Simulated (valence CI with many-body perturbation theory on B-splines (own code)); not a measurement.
The numbers below are computed, except where a source is named.
**Basis-set convergence for Mo²⁰⁺**

Level of theory: configuration interaction combined with many-body perturbation theory (CI+MBPT): four valence electrons over a frozen Dirac-Fock core [Ar], radial functions for each j: 7 s, 7 p, 8 d, 6 f, 4 g, 1 h, with the one-electron correlation potential Σ1, the two-electron term Σ2, the three-electron term Σ3, Breit, model QED; selected CI, second order for the rest, scaled by the run's own slope (own B-spline code, finite nucleus).

No measured levels were compared; by estimate terms of the open shell hold to 2 to 4 % of their energy, and close levels can change places. Only levels of the ground parity were solved; by the run's estimate the other parity begins above the list, which can be wrong where configurations are misplaced.

The reference run has the lowest level 3d4 5D_0 and an ionisation energy of 890.362 eV. Its largest variational space holds 17473 state functions.

Names give the largest LS component (configuration and term), which can be under half, so a name can repeat, a term be missing and a line seem to break the LS rules; names also repeat where a configuration has a term twice. Letters in brackets count levels of one name in rising energy.

Changed runs:
A. basis 6 s, 6 p, 5 d, 5 f, 1 g
B. basis 5 s, 5 p, 4 d, 4 f

Excitation energies of the reference run in cm⁻¹, and shifts in cm⁻¹:

| Level | Reference | A | B |
| --- | --- | --- | --- |
| 3d4 5D_1 | 10187 | -76 | -142 |
| 3d4 5D_2 | 20813 | -109 | -195 |
| 3d4 5D_3 | 30408 | -105 | -179 |
| 3d4 5D_4 | 38493 | -66 | -95 |
| 3d4 3P_0 [a] | 70087 | +328 | +681 |
| 3d4 3H_4 | 78650 | +260 | +812 |
| 3d4 3G_3 | 94287 | +291 | +885 |
| 3d4 3P_1 [a] | 94922 | +345 | +854 |
| 3d4 3H_5 | 95026 | +222 | +824 |
| 3d4 3F_2 [a] | 97957 | +360 | +986 |
| 3d4 3H_6 | 102486 | +241 | +889 |
| 3d4 3F_4 [a] | 110729 | +243 | +811 |
| Ionisation energy (eV) | 890.362 | -0.083 | -0.128 |
